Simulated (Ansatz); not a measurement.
A trace of molecular dynamics of C2H6BFOS (12 atoms, charge 0, multiplicity 1).

Computed with RKS PBE-D4/STO-3G (Ansatz).

```yaml
ensemble: NVT, Nosé–Hoover chain
set_temperature: 300 K
thermostat: time constant 300 fs, chain length 5
seed: 745570
```

```tsv
time (fs)	T (K)	potential energy less start (eV)	conserved less start (meV/atom)
0.0	300	0.000	0.00
2.5	451	-0.196	-0.11
5.0	288	0.015	-0.01
7.5	486	-0.241	-0.11
10.0	324	-0.032	-0.01
12.5	432	-0.172	-0.08
15.0	422	-0.159	-0.07
17.5	421	-0.158	-0.06
20.0	426	-0.163	-0.04
22.5	464	-0.214	-0.06
25.0	581	-0.366	-0.08
27.5	487	-0.244	-0.04
30.0	459	-0.208	-0.08
32.5	325	-0.036	-0.04
35.0	323	-0.033	-0.06
37.5	400	-0.134	-0.06
40.0	474	-0.229	-0.06
42.5	548	-0.325	-0.06
45.0	466	-0.220	-0.07
47.5	314	-0.024	-0.03
50.0	354	-0.077	-0.09
52.5	320	-0.033	-0.02
55.0	563	-0.348	-0.09
57.5	514	-0.285	-0.02
60.0	700	-0.527	-0.12
62.5	497	-0.266	-0.03
```

Problem. Can this run be trusted? Judge the integration.

Solution. The conserved energy stayed within 0.12 meV per atom of its start (net change -0.035 meV per atom), so the integration is sound. The mean temperature of the second half is 48 % above the set value. A run of 0.062 ps of so small a system gives no equilibrium averages. Limits of this set-up: minimal basis. The time step was 0.25 fs.

The run took 8.9 min on 1 thread of Intel(R) Xeon(R) Platinum 8375C CPU @ 2.90GHz (Ice Lake) (shared host), peak memory 0.11 GiB.
